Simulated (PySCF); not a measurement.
Working out the ionisation energy of Ni

Ni [Ar] 3d8 4s2 (3F) → Ni⁺ [Ar] 3d9 (2D). All numbers are calculated (PySCF 2.14, no relativity, point nucleus, in aug-cc-pVDZ). Frozen: [Ar]. Energies in hartree (1 hartree = 27.21139 eV):

| part | Ni (lower) | Ni⁺ (upper) |
| --- | --- | --- |
| UHF | -1506.876367 | -1506.594457 |
| MP2 opposite-spin | -0.180173 | -0.203381 |
| MP2 same-spin | -0.101925 | -0.121771 |

Question: What does Hartree-Fock give?

Answer: (-1506.594457) − (-1506.876367) = 0.281910 hartree = 7.671 eV.

Question: What do MP2 and SCS-MP2 (6/5 opposite-spin, 1/3 same-spin) give?

Answer: The opposite-spin parts differ by -0.632 eV and the same-spin parts by -0.540 eV. MP2: 7.671 + (-0.632) + (-0.540) = 6.499 eV. SCS-MP2: 7.671 + 1.2 × (-0.632) + (-0.540)/3 = 6.733 eV.

Reference: 7.640 eV (measured; NIST Atomic Spectra Database, ionization energies), between the lowest levels; spin-orbit coupling is absent from the calculation.

The calculation is non-relativistic.

A double-zeta basis recovers only part of the correlation energy.

What remains against the reference includes basis incompleteness, the frozen core and correlation beyond second order.
